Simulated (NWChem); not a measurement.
Molecule: InH$_{2}$F; SMILES [InH2][F]

Computed with NWChem. Structure relaxed at the PBE-D3(BJ)/def2-SVP level. def2 effective core potentials on In; no spin-orbit coupling. LC-ωPBE (HJS hole) with def2-SVP; x = 1 − exp(−ω/0.25 bohr⁻¹) is a scale chosen for this fit.

| row | x | −ε(HOMO) (eV) |
|---|---|---|
| ω = 0.05 | 0.181 | 7.70 |
| ω = 0.10 | 0.330 | 8.42 |
| ω = 0.25 | 0.632 | 10.12 |
| ω = 0.30 | 0.699 | 10.55 |
| ω = 0.35 | 0.753 | withheld |

### Question
Fit a straight line of the last column on the one before it, predict the withheld value, and compare with the run.

### Answer

1. Means of the 4 shown rows: x = 0.4605, y = 9.198. Slope Σ(x − x̄)(y − ȳ)/Σ(x − x̄)² = 1.001/0.1814 = 5.516; intercept 6.657.
2. The shown rows scatter about the line by 0.042 (root mean square); the largest residual is -0.06, at ω = 0.10.
3. At x = 0.753 (ω = 0.35; beyond the shown range) the line gives 10.81.
4. The run gives 10.92, +0.11 from the line, 2.6 times the scatter.
